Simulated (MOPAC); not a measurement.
Job for MOPAC: PM6 on CoSb, 2S+1 = 5, a spin state set in the input, which need not be the lowest, a point of a bond scan (R = 2.459 Å).

```
PM6 1SCF PRECISE CHARGE=0 UHF MS=2 THREADS=1
CoSb

Co     0.00000000 1     0.00000000 1     0.00000000 1
Sb     0.00000000 1     0.00000000 1     2.45934600 1
```

Output:

```
*******************************************************************************
 **                                                                           **
 **                              MOPAC v23.2.5                                **
 **                                                                           **
 *******************************************************************************
 ** MOPAC's Digital Object Identifier: https://doi.org/10.5281/zenodo.6511958 **
 **                                                                           **
 ** Please cite the open-source release paper for use of this MOPAC version:  **
 ** J. E. Moussa and J. J. P. Stewart (2026)                                  **
 ** MOPAC: An open-source semiempirical molecular orbital program             **
 ** J. Open Source Softw., 11(119), 8025, https://doi.org/10.21105/joss.08025 **
 *******************************************************************************

                              PM6 CALCULATION RESULTS

 *******************************************************************************
 *  PM6        - The PM6 Hamiltonian to be used
 *  UHF        - UNRESTRICTED HARTREE-FOCK CALCULATION
 *
 *
 *
 *                 CHARGE ON SYSTEM = 0
 *
 *
 *
 *  MS=        - IN MECI, MAGNETIC COMPONENT OF SPIN =  2.0
 *  PRECISE    - TIGHTER CRITERIA TO BE USED
 *  1SCF       - DO 1 SCF AND THEN STOP
 *  THREADS=1  - MULTI-THREADING NOT USED
 *  T=         - A TIME OF 172800.0 SECONDS REQUESTED
 *  DUMP=N     - RESTART FILE WRITTEN EVERY 7200.0 SECONDS REQUESTED
 *******************************************************************************
PM6 1SCF PRECISE CHARGE=0 UHF MS=2 THREADS=1
 CoSb

   ATOM   CHEMICAL          X               Y               Z
  NUMBER   SYMBOL      (ANGSTROMS)     (ANGSTROMS)     (ANGSTROMS)

     1      Co          0.00000000  *   0.00000000  *   0.00000000  *
     2      Sb          0.00000000  *   0.00000000  *   2.45934600  *



          CARTESIAN COORDINATES

    NO.       ATOM           X           Y           Z

     1        Co          0.0000      0.0000      0.0000
     2        Sb          0.0000      0.0000      2.4593

 General Reference for PM6:
 "Optimization of Parameters for Semiempirical Methods V: Modification of NDDO Approximations
 and Application to 70 Elements", J. J. P. Stewart, J. Mol. Mod., 13, 1173-1213 (2007)
 URL: https://link.springer.com/article/10.1007/s00894-007-0233-4

           Empirical Formula: Co Sb  =     2 atoms



      MOLECULAR POINT GROUP   :   C*v


          UHF CALCULATION, NO. OF ALPHA ELECTRONS =    9
                           NO. OF BETA  ELECTRONS =    5

 -------------------------------------------------------------------------------
 PM6 1SCF PRECISE CHARGE=0 UHF MS=2 THREADS=1
 CoSb



     1SCF WAS SPECIFIED, SO BFGS WAS NOT USED
     SCF FIELD WAS ACHIEVED


                              PM6 CALCULATION
                                                       MOPAC v23.2.5 Linux




          FINAL HEAT OF FORMATION =         83.54508 KCAL/MOL =     349.55262 KJ/MOL


          COSMO AREA              =        113.91 SQUARE ANGSTROMS
          COSMO VOLUME            =        106.92 CUBIC ANGSTROMS

          IONIZATION POTENTIAL    =         10.662707 EV
          ALPHA SOMO LUMO (EV)    =        -10.947 -4.969
          BETA  SOMO LUMO (EV)    =        -10.663 -8.838
          NO. OF ALPHA ELECTRONS  =          9
          NO. OF BETA  ELECTRONS  =          5
          MOLECULAR WEIGHT        =        180.6832         POINT GROUP:  C*v

          MOLECULAR DIMENSIONS (Angstroms)

            Atom       Atom       Distance
           Sb     2   Co     1     2.45935
           Sb     2   Co     1     0.00000
           Co     1   Sb     2     0.00000


          SCF CALCULATIONS        =          1





   ATOM   CHEMICAL          X               Y               Z
  NUMBER   SYMBOL      (ANGSTROMS)     (ANGSTROMS)     (ANGSTROMS)

     1      Co          0.00000000  *   0.00000000  *   0.00000000  *
     2      Sb          0.00000000  *   0.00000000  *   2.45934600  *

                             CARTESIAN COORDINATES

   1   Co        0.000000000     0.000000000     0.000000000
   2   Sb        0.000000000     0.000000000     2.459346000


           Empirical Formula: Co Sb  =     2 atoms



      MOLECULAR POINT GROUP   :   C*v


          ALPHA EIGENVALUES
 -20.72425 -14.59104 -14.49892 -14.49892 -11.33394 -11.12052 -11.12052 -10.94690
 -10.94690  -4.96904  36.16006  36.59830  36.59830  86.56789  86.56789  87.78891
  87.78891  88.24330


           BETA EIGENVALUES
 -18.07449 -11.31371 -11.31371 -10.66271 -10.66271  -8.83822  -6.90805  -4.34508
  -4.34508  -3.88348  36.43953  36.85944  36.85944  95.88281  96.47546  96.47546
  98.41162  98.41162


              NET ATOMIC CHARGES AND DIPOLE CONTRIBUTIONS

  ATOM NO.   TYPE          CHARGE      No. of ELECS.   s-Pop       p-Pop       d-Pop
    1         Co          -1.052750       10.0528     1.12815     0.00192     8.92267
    2         Sb           1.052750        3.9472     1.34107     2.60416     0.00202
 DIPOLE           X         Y         Z       TOTAL
 POINT-CHG.     0.000     0.000    12.436    12.436
 HYBRID        -0.000    -0.000    -0.173     0.173
 SUM           -0.000    -0.000    12.263    12.263


          ATOMIC ORBITAL ELECTRON POPULATIONS

     Atom    s        px        py        pz      x^2-y^2     xz        z^2       yz        xy
    1 Co   1.12815   0.00033   0.00033   0.00126   2.00000   1.95818   1.00632   1.95818   2.00000
    2 Sb   1.34107   1.04100   1.04100   0.52215   0.00000   0.00049   0.00104   0.00049   0.00000


                    (SZ)    =    2.000000
                    (S**2)  =    6.001824


          ATOMIC ORBITAL SPIN POPULATIONS

    Atom   Total    s     px     py     pz   x^2-y^2  xz     z^2    yz     xy
         Atomic
    1 Co  1.2576  0.228 -0.000 -0.000  0.000  0.000  0.041  0.947  0.041  0.000
    2 Sb  2.7424  0.547  0.958  0.958  0.278 -0.000  0.000 -0.000  0.000 -0.000

 **********************
 *                    *
 * JOB ENDED NORMALLY *
 *                    *
 **********************




 == MOPAC DONE ==
```

The run finished.

Cost: roughly 0.020 core-seconds.
